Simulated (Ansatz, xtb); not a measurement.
Two isomers of C5H4BrCl

Structure I: `ClC1=CCC=C1Br`, a singlet. Structure II: `ClC1=C(Br)CC=C1`, a singlet. Both are isolated molecules in the gas phase, relaxed with B3LYP/def2-SVP.

Quicker runs give these differences E(II) − E(I): GFN2-xTB −2.53 kJ/mol; HF/STO-3G −1.36 kJ/mol (at GFN2-xTB geometries); r2SCAN-D4/def2-SVP −2.69 kJ/mol (at GFN2-xTB geometries).

Question: Estimate E(II) − E(I) at the level CCSD(T)/def2-SVP + ΔMP2/def2-TZVPP.

Answer: Too close to call at this level: CCSD(T)/def2-SVP + ΔMP2/def2-TZVPP gives E(II) − E(I) = −2.80 kJ/mol.

Level by level:

```
                             level        geometry  E(II) − E(I) (kJ/mol)  departure from the last row (kJ/mol)  job, with rough time for the two
                          GFN2-xTB        GFN2-xTB                   −2.53                                 +0.27              optimisation, 0.14 s
                         HF/STO-3G        GFN2-xTB                   −1.36                                 +1.44              single point, 0.48 s
                r2SCAN-D4/def2-SVP        GFN2-xTB                   −2.69                                 +0.11               single point, 4.6 s
                    B3LYP/def2-SVP  B3LYP/def2-SVP                   −2.35                                 +0.45                optimisation, 30 s
                       HF/def2-SVP  B3LYP/def2-SVP                   −3.15                                 −0.35           part of the CCSD(T) run
                      MP2/def2-SVP  B3LYP/def2-SVP                   −3.73                                 −0.93           part of the CCSD(T) run
                  CCSD(T)/def2-SVP  B3LYP/def2-SVP                   −2.96                                 −0.16                      single point
CCSD(T)/def2-SVP + ΔMP2/def2-TZVPP  B3LYP/def2-SVP                   −2.80                                                      single point, 85 s
```

As drawn, both hold the same kinds of bond in the same numbers.

The largest departure from CCSD(T)/def2-SVP + ΔMP2/def2-TZVPP is that of HF/STO-3G, 1.44 kJ/mol. The last row adds to CCSD(T) the change of the MP2 difference between the two basis sets, here +0.16 kJ/mol.

With thermal terms from frequencies at re-optimised GFN2-xTB minima (ideal gas, soft modes damped towards free rotors, one conformer each, 298.15 K, 1 atm): on the last row, ΔE + ΔZPE = −2.43, ΔH = −2.35, ΔG = −2.64 kJ/mol.

The correlated steps freeze 19 core orbitals; the filled d shell of Br is correlated, in a basis made for valence electrons. Codes used: Ansatz 0.2.0, xtb 6.7.1; the last row on 4 threads of Arm Neoverse V1 on a shared host.
